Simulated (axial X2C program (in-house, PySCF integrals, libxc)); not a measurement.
Testing model relations on LuBr

A bond curve at the CCSD(T) level, with spin–orbit coupling, was computed with an in-house relativistic program for diatomic molecules (basis Lu dyall-cv3z [13s14p10d8f5g], Br dyall-cv3z [8s9p6d4f1g] (cores contracted in-house)) for the state Ω = 0 (closed shell). Its fit gives Re = 2.5456 Å, ωe = 228.1 cm⁻¹, ωexe = 0.457 cm⁻¹ and αe = 1.337e-04 cm⁻¹; the masses are 174.9408 and 78.9183 u. Two-component means X2C with spin–orbit coupling and atomic mean-field Coulomb and Gaunt terms.

Correlated methods: 32 electrons correlated (number of frozen shells: Lu 4 s, 3 p, 2 d; Br 3 s, 2 p, 1 d), 364 virtual spin orbitals or spinors in MP2, 140 natural virtuals in coupled cluster.

**Question.** Find the reduced mass, Be and the force constant.

**Answer.** From the CCSD(T) values: μ = 54.3846 u. Be = 16.8576/(μ Re²) = 0.04783 cm⁻¹. k = 5.8918×10⁻⁷ μ ωe² = 1.67 mdyn/Å.

**Question.** Estimate the centrifugal constant by the Kratzer relation.

**Answer.** D = 4Be³/ωe² = 8.41e-09 cm⁻¹.

**Question.** Where do the fundamental and the first overtone lie?

**Answer.** ν(1←0) = ωe − 2ωexe = 227.2 cm⁻¹; ν(2←0) = 2ωe − 6ωexe = 453.5 cm⁻¹.

**Question.** Give B0, the J = 1←0 line in GHz and the most populated J at 300 K (kT = 208.5 cm⁻¹).

**Answer.** B0 = Be − αe/2 = 0.04777 cm⁻¹; 2B0 = 2.864 GHz; J(max) ≈ √(kT/2B0) − 1/2 = 46.2, so J = 46.

**Question.** A Morse curve ties αe to the other constants (Pekeris). How well does that hold?

**Answer.** αe(Morse) = 6Be²/ωe × (√(ωexe/Be) − 1) = 1.258e-04 cm⁻¹; the CCSD(T) curve gives 1.337e-04 cm⁻¹, a ratio of 0.94.

The state is one determinant whose occupation by symmetry is held fixed; it was picked as the lowest of a PBE0 search that is not exhaustive. CCSD and (T) use frozen natural virtuals with an MP2 correction for the truncation; (T) itself is uncorrected, so its De runs slightly low.
